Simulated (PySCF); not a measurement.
# Nitrogen: a sound run and one with changed settings

Sound run: N⁺ [He] 2s2 2p2, N²⁺ [He] 2s2 2p1. Computed with PySCF 2.14 in x2c-SVPall, with scalar relativity by spin-free X2C-1e. The sound run starts from symmetry-adapted Hartree-Fock orbitals and uses a fine grid where one is needed.

Changed run: 26 angular points. This setting is unsound on purpose.

```tsv
species	method	sound run (hartree)	changed run (hartree)	converged
N⁺	UHF	-53.84987	-53.84987	yes
N⁺	PBE	-53.95576	-53.95541	yes
N⁺	LDA	-53.54386	-53.54407	yes
N²⁺	UHF	-52.77125	-52.77125	yes
N²⁺	PBE	-52.85120	-52.85047	yes
N²⁺	LDA	-52.43432	-52.43461	yes
```

Ionisation energy of N⁺:

```csv
method,sound run (eV),changed run (eV)
UHF,29.351,29.351
PBE,30.057,30.067
LDA,30.192,30.190
```

A coarse angular grid integrates products of high-l functions wrongly, so density functionals can shift, and the SCF can exploit the error; Hartree-Fock and MP2 need no grid.

For comparison, NIST gives 29.601 eV between the lowest levels.
